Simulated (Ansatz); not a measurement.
SnH3(OSiMe3) (C3H12OSiSn), 18 atoms. Hardware: 2 threads of AMD EPYC 7R13 on a shared host and a share (18 GiB) of an NVIDIA H100 80GB HBM3.

In the def2 sets Sn takes a core potential; there is no spin–orbit coupling. Correlated methods freeze 13 core orbitals; core or outer-core shells of Sn are correlated, in sets that lack core-valence functions.

How many basis functions does each of these Ansatz runs have, and roughly what does it cost? PBE-QIDH/def2-TZVP, charge 0 singlet, energy, from earlier orbitals; CAM-B3LYP-D4/def2-TZVP, charge 0 singlet, energy, from earlier orbitals; PBE0-D4/def2-TZVP, charge 0 triplet at the geometry of the charge 0 singlet, energy; B2PLYP/def2-TZVP, charge 0 singlet, energy, from earlier orbitals; PBE-D4/def2-TZVPD, charge 0 singlet, energy, from earlier orbitals; r2SCAN-D4/def2-TZVP, charge 0 singlet, energy and forces, from earlier orbitals; RPA@PBE/def2-TZVP, charge 0 singlet, energy, from earlier orbitals; PBE0-D4/def2-TZVPD, charge -1 doublet at the geometry of the charge 0 singlet, energy; PBE-D4/def2-TZVPD, charge -1 doublet at the geometry of the charge 0 singlet, energy, from earlier orbitals; B2PLYP/def2-TZVP, charge 1 doublet at the geometry of the charge 0 singlet, energy, from earlier orbitals; PBE0-D4/def2-TZVPD, charge 0 singlet, energy, from earlier orbitals; PBE-D4/def2-TZVP, charge 0 triplet at the geometry of the charge 0 singlet, energy, from earlier orbitals.

Other jobs shared the machine, so times can vary by a factor of up to 3.

```tsv
run	functions	fitting or Cholesky vectors	wall time	peak host memory (GiB)
PBE0-D4/def2-TZVPD, charge 0 singlet, energy, from earlier orbitals	358	2102	2.2 s	0.9
PBE-D4/def2-TZVPD, charge 0 singlet, energy, from earlier orbitals	358	1997	2.4 s	0.9
r2SCAN-D4/def2-TZVP, charge 0 singlet, energy and forces, from earlier orbitals	283	1859	2.7 s	0.89
RPA@PBE/def2-TZVP, charge 0 singlet, energy, from earlier orbitals	283	2084	3.1 s	1.4
B2PLYP/def2-TZVP, charge 0 singlet, energy, from earlier orbitals	283	2084	3.4 s	1.4
CAM-B3LYP-D4/def2-TZVP, charge 0 singlet, energy, from earlier orbitals	283	1912	3.9 s	0.88
PBE-D4/def2-TZVP, charge 0 triplet at the geometry of the charge 0 singlet, energy, from earlier orbitals	283	1859	3.9 s	0.93
PBE-QIDH/def2-TZVP, charge 0 singlet, energy, from earlier orbitals	283	2084	4.5 s	1.4
PBE-D4/def2-TZVPD, charge -1 doublet at the geometry of the charge 0 singlet, energy, from earlier orbitals	358	1997	5.5 s	1
PBE0-D4/def2-TZVP, charge 0 triplet at the geometry of the charge 0 singlet, energy	283	1948	5.5 s	0.99
B2PLYP/def2-TZVP, charge 1 doublet at the geometry of the charge 0 singlet, energy, from earlier orbitals	283	2084	7 s	1.4
PBE0-D4/def2-TZVPD, charge -1 doublet at the geometry of the charge 0 singlet, energy	358	2102	7.5 s	1
```
